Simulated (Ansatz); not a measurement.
Input file for C2H8N2OSi2, SMILES `N[SiH2]C#C[SiH](N)O`:

```yaml
crystal:
  periodic: [false, false, false]
  atoms:
    - {symbol: N, position_ang: [-3.173361, -0.437399, -1.798420]}
    - {symbol: Si, position_ang: [-2.365202, 0.744322, -0.858640]}
    - {symbol: C, position_ang: [-0.694381, 0.263811, -0.263413]}
    - {symbol: C, position_ang: [0.406864, -0.081857, 0.119381]}
    - {symbol: Si, position_ang: [2.060403, -0.620558, 0.695960]}
    - {symbol: N, position_ang: [2.878784, 0.828908, 1.055903]}
    - {symbol: O, position_ang: [1.958298, -1.635987, 1.980521]}
    - {symbol: H, position_ang: [-3.509721, -1.277074, -1.353953]}
    - {symbol: H, position_ang: [-2.844792, -0.637051, -2.730013]}
    - {symbol: H, position_ang: [-2.194532, 1.959852, -1.689960]}
    - {symbol: H, position_ang: [-3.185824, 1.023275, 0.344014]}
    - {symbol: H, position_ang: [2.713850, -1.460778, -0.330373]}
    - {symbol: H, position_ang: [2.482253, 1.720780, 0.815565]}
    - {symbol: H, position_ang: [3.869059, 0.875456, 1.224566]}
    - {symbol: H, position_ang: [1.598311, -1.265700, 2.788880]}
basis:
  gaussian: {orbitals: def2-TZVPP}
correlation: {method: ccsd_t}
```

```sh
$ ansatz run in.yaml --threads 2 --pin off --events-out ev --progress --plain --max-ram 20480MiB --backend cuda --devices 0, --max-vram 18GiB
```

The program prints (abridged):

```
Functional definition: HF
2076 factors; integrals over basis functions are off by at most 1.3e-3 eV
mean field evaluation 1: about -22911.0727 eV, gradient 6.0e1 eV
mean field evaluation 2: about -22911.4759 eV, gradient 6.0e1 eV
mean field evaluation 4: about -22918.8063 eV, gradient 4.9e0 eV
mean field evaluation 8: about -22918.9028 eV, gradient 2.8e-1 eV
mean field -22918.90314549 eV, -842.2541556064 hartree, gradient 6.2e-6 eV, S^2 0.000000; 0 other end points of the search recorded, 0 dependent functions left out
15 core orbitals not correlated: weight in the atoms' cores, before any rotation towards them, 1.000 or more for the frozen orbitals, at most 0.000 for the correlated occupied ones
reference -22918.90314549 eV, -842.2541556064 hartree; 20, 20 occupied and 316, 316 virtual orbitals, 2076 factors
second order -32.70839905 eV of doubles, -0.00000000 eV of singles
cycle   1  -32.91933882 eV  change   -2.1e-1 eV  update   1.3e-1
cycle   2  -33.74477425 eV  change   -8.3e-1 eV  update   3.8e-2
cycle   3  -33.92570498 eV  change   -1.8e-1 eV  update   1.8e-2
cycle   4  -33.91506716 eV  change    1.1e-2 eV  update   4.7e-3
cycle   5  -33.91513822 eV  change   -7.1e-5 eV  update   2.3e-3
cycle   6  -33.91681516 eV  change   -1.7e-3 eV  update   6.4e-4
cycle   7  -33.91667005 eV  change    1.5e-4 eV  update   2.5e-4
cycle   8  -33.91663586 eV  change    3.4e-5 eV  update   8.5e-5
cycle   9  -33.91666159 eV  change   -2.6e-5 eV  update   3.5e-5
perturbative correction -1.43792321 eV, -0.0528427032 hartree
Total energy: -22954.25773029 eV, -843.5534126333 hartree
```

It took 9.5 s on 2 threads of an AMD EPYC 7R13 on a shared host and a share of an NVIDIA H100 80 GB, with 0.85 GiB of host memory at the peak.

MP2 recovers 92.5 % of the CCSD(T) correlation energy and the triples give 4.1 %; T1 = 0.0117.
